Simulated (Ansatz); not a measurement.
Born–Oppenheimer molecular dynamics of CH5FOSi (9 atoms, charge 0, multiplicity 1). It starts at the highest image of a converged band. Of that band: Beside the main top the profile has a ripple of under 15 meV (maxima at images 2, 5), which may be a very shallow well or noise. Neighbouring images differ by up to 2.6 eV, so the band resolves the path poorly. A vibrational analysis at the climbing image gives one clearly imaginary mode, 1220i cm⁻¹: a first-order saddle point.

These are results of Ansatz, RKS B3LYP/cc-pVDZ, not measurements.

| Quantity | Value |
| --- | --- |
| ensemble | NVE (velocity Verlet) |
| time step | 0.5 fs |
| steps asked | 200 |
| starting velocities drawn for | 300 K |
| seed | 10846 |

First frame:

```xyz
9
Properties=species:S:1:pos:R:3
Si -0.297 -0.279 0.434
H 1.171 0.015 1.093
F 1.523 0.492 0.046
O -1.394 0.975 0.291
C -2.112 1.364 -0.877
H -3.159 1.562 -0.598
H -1.675 2.289 -1.288
H -2.089 0.581 -1.657
H -0.498 -1.111 -0.818
```

Q: How far do the bonds stretch over the last three quarters of this one trajectory? (Pairs bonded in most of those frames.)

A: 
```tsv
bond	mean (Å)	spread (Å)	shortest	longest
Si1–O4	1.692	0.016	1.67	1.72
Si1–H9	1.570	0.017	1.54	1.60
H2–F3	0.932	0.029	0.89	0.98
O4–C5	1.427	0.033	1.38	1.48
C5–H6	1.106	0.021	1.07	1.14
C5–H7	1.103	0.013	1.08	1.13
C5–H8	1.108	0.031	1.06	1.16
```

Mean temperature of the second half: 473 K. The conserved energy stayed within 0.17 meV per atom of its start (net change 0.089 meV per atom), so the integration is sound. The kinetic energy rose, since the run started high on the potential surface and went downhill. It ends in pieces (CH4OSi + FH), so much of that is their flight and rotation, not heat. A run of 0.1 ps of so small a system gives no equilibrium averages. The orbitals stay closed-shell, which can raise the energy where a bond breaks towards radicals; this wasn't checked here.

Run time: 4.6 min on 2 threads of Arm Neoverse V2 (shared host), peak memory 0.16 GiB.
